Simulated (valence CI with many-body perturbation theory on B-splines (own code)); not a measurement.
The numbers below are computed, except where a source is named.
**I³²⁺: what the settings do**

Level of theory: configuration interaction combined with many-body perturbation theory (CI+MBPT): three valence electrons over a frozen Dirac-Fock core [Ar], a basis of 6 s, 6 p, 5 d, 5 f, 1 g functions for each j, with the one-electron correlation potential Σ1 (screened to all orders), the two-electron term Σ2, the three-electron term Σ3, Breit, model QED; selected single and double excitations, second order for the rest, scaled by the run's own slope (own B-spline code, finite nucleus).

The last digits are not significant, and no measured levels were compared; by estimate large intervals hold to a few tenths of a per cent, small ones and those within an open d or f shell to about a per cent. Only levels of the ground parity were solved; by the run's estimate the other parity begins above the list, which can be wrong where configurations are misplaced.

The reference run has the lowest level (3d3/2^3) J=3/2 and an ionisation energy of 1999.79 eV. Its largest variational space holds 2233 state functions.

Levels are named by their leading jj configuration (3d3/2^4 stands for four electrons in 3d with j = 3/2), which in mixed levels can hold well under half, so a name can repeat and another be missing. Letters in brackets count levels of one name in rising energy.

Changed runs:
A. three-electron term on → off
B. natural orbitals for correlation on → off; lowest core n in screening and Σ2 1 → 1
C. core polarisation of operators on → off; three-electron term on → off
D. factor on the speed of light 1 → 0.9 (bad on purpose)

Excitation energies of the reference run in cm⁻¹, and shifts in cm⁻¹:

| Level | Reference | A | B | C | D |
| --- | --- | --- | --- | --- | --- |
| (3d3/2^2 3d5/2) J=5/2 [a] | 79051 | -197 | -512 | -197 | +25086 |
| (3d3/2^2 3d5/2) J=7/2 | 120136 | -55 | -261 | -55 | +28436 |
| (3d3/2^2 3d5/2) J=3/2 | 122996 | -924 | +386 | -924 | +22140 |
| (3d3/2^2 3d5/2) J=9/2 | 134348 | +179 | +84 | +179 | +25302 |
| (3d3/2^2 3d5/2) J=1/2 | 144190 | -1073 | +440 | -1073 | +24139 |
| (3d3/2 3d5/2^2) J=7/2 [a] | 214198 | +324 | +58 | +324 | +47508 |
| (3d3/2^2 3d5/2) J=5/2 [b] | 219197 | -236 | +614 | -236 | +36169 |
| (3d3/2 3d5/2^2) J=9/2 | 226918 | -299 | -120 | -299 | +50372 |
| (3d3/2 3d5/2^2) J=3/2 [a] | 254621 | +368 | +541 | +368 | +50499 |
| (3d3/2 3d5/2^2) J=1/2 | 267732 | -1682 | +757 | -1682 | +51077 |
| (3d3/2 3d5/2^2) J=11/2 | 280504 | -237 | +487 | -237 | +50062 |
| (3d3/2 3d5/2^2) J=5/2 [a] | 299841 | +1160 | +949 | +1160 | +48422 |
| Ionisation energy (eV) | 1999.79 | -0.05 | -0.19 | -0.05 | +0.96 |
